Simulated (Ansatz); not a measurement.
Compare A (`BCO/C=N/C`) with its isomer B (`C=C(O)B(C)N`).

Calculated with Ansatz (gas phase, PBE0-D4/def2-TZVP geometries, no zero-point term in ΔE). CBS: MP2 limit from def2 TZ/QZ plus the TZ coupled-cluster correction, frozen cores. Functionals use def2-TZVPP. B3LYP here is the variant with VWN-RPA as its local correlation; programs differ in this. Each species was taken in one conformer, which may not be the lowest.

(1) Which isomer does CCSD(T)/CBS put lower? Give the gap. (Best estimate.)

(2) Give E(B) − E(A) in kcal/mol with PBE0-D4, B3LYP, CCSD(T)/def2-TZVPP, B3LYP-D4, CCSD/def2-TZVPP, MP2/def2-TZVPP, PBE-D4. (Estimate.)

Largest T1 diagnostic: 0.013.

## Answers

(1) Computed: B, by 64.5 kcal/mol.

(2) Ansatz gave: PBE0-D4 -62.9, B3LYP -60.5, CCSD(T)/def2-TZVPP -62.9, B3LYP-D4 -61.7, CCSD/def2-TZVPP -62.5, MP2/def2-TZVPP -64.5, PBE-D4 -62.2. None reverses the order clearly.

From PBE to PBE0 (25 % exact exchange), in def2-TZVPP and without D4, E(B) − E(A) moves by −0.8 kcal/mol. The D4 term adds −1.2 kcal/mol with B3LYP and −0.6 kcal/mol with PBE0; it sums over pairs of atoms, weighted by their polarisabilities, and B3LYP, whose exchange is more repulsive, gets the larger term.
